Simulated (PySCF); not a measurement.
**An excited-state table with gaps**

Compound: GeH11N3OSi3.
InChI=1S/GeH11N3OSi3/c1-5-8-3-6-2-7-4-8/h2-4,8H,6-7H2,1H3

Method: PySCF, TDDFT wB97X-D/def2-SVPD, vertical, gas phase, core orbitals frozen in the response. One conformer (not necessarily the lowest) at the PBE0-D3(BJ)/def2-SVP geometry, without solvent, vibrations or thermal averaging. Relativistic effects, spin–orbit coupling among them, are left out although an element past zinc is present.

Lowest singlets, with some entries withheld (?).

```csv
state,E (eV),f,"main configurations (H = HOMO, L = LUMO)"
S1,6.66,0.015,"H-1→L+2 (58%), H-1→L (12%), H-2→L+2 (12%)"
S2,6.79,0.014,"H→L+3 (28%), H→L (25%), H-1→L+4 (15%)"
S3,6.88,0.0003,"H→L+2 (49%), H→L+1 (17%), H→L+3 (10%)"
S4,6.95,0.0074,"H→L+4 (35%), H-1→L+3 (24%), H-1→L+1 (12%)"
S5,7.29,0.0053,"H→L+3 (24%), H→L (23%), H→L+1 (10%)"
S6,?,0.028,"H-2→L+2 (34%), H-2→L (16%), H-1→L (11%)"
S7,?,0.0046,"H-2→L+2 (18%), H-1→L+3 (17%), H-2→L+1 (11%)"
S8,?,0.0017,"H-3→L (67%), H-3→L+1 (9%)"
S9,?,0.032,"H-2→L+3 (24%), H-1→L+3 (12%), H→L+4 (12%)"
S10,?,0.0062,"H-1→L+4 (29%), H-1→L+8 (10%)"
```

Q: Supply the missing values.

A: 
- S6: E = 7.31 eV
- S7: E = 7.48 eV
- S8: E = 7.49 eV
- S9: E = 7.61 eV
- S10: E = 7.66 eV

Q: Where do the lowest triplets lie (Tamm–Dancoff)?

A: T1 6.42 eV, H-1→L+2 (49%), H-2→L+2 (12%), H-1→L+3 (11%); T2 6.59 eV, H→L+3 (35%), H-1→L+4 (18%), H→L (16%); T3 6.71 eV, H→L+4 (36%), H-1→L+3 (20%), H-1→L+1 (9%); T4 6.78 eV, H→L+2 (55%), H→L+1 (13%). E(S1) − E(T1) = +0.24 eV.

Q: What is the vertical ionisation energy by ΔSCF at this level?

A: 9.16 eV; −ε(HOMO) is 9.11 eV.

Q: How far apart are S7 and S9, in eV and cm⁻¹?

A: 7.607 − 7.481 = 0.126 eV, or about 1020 cm⁻¹.

Time: 14 min of wall time; peak memory 1.4 GiB. Hardware: Arm Neoverse N1, one thread, shared host with 64 logical CPUs at a one-minute load of 58.
